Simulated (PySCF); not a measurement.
These 2 structures share the formula [C7H11N2]+ (charge +1). Theory: PySCF, PBE0-D3(BJ)/def2-SVP geometry optimisation, gas phase. Energies are electronic, without zero-point or thermal terms, for one conformer each. No frequencies were run at this level. Point groups hold within 0.08 Å.

Problem. Order them by energy at this level, lowest first, and give relative energies in kJ/mol.
A. `[NH2:1][CH2:2][c:3]1[cH:4][cH:5][c:6]([NH3+:7])[cH:8][cH:9]1` (charge +1) with H–N1–C2–C3 83° and -156°, N1–C2–C3–C4 -161°
B. `[CH3:1][C:2](/[CH:3]=[CH:4]/[C:5]#[N:6])=[N+:7]([CH3:8])[CH3:9]` (charge +1) with C1–C2–C3–C4 -11°

Solution. A (0.0), B (161.1).

As drawn, the lower has an N–H bond, which the higher lacks.

```
               SMILES      E (Eh)  E rel (kJ/mol)  dipole about centre of mass (D)  point group       A, B, C (MHz)
   NCc1ccc([NH3+])cc1  -381.92058             0.0                             9.33           C1  4534, 935.9, 789.7
CC(/C=C/C#N)=[N+](C)C  -381.85923           161.1                             7.96           C1  3671, 770.4, 645.8
```
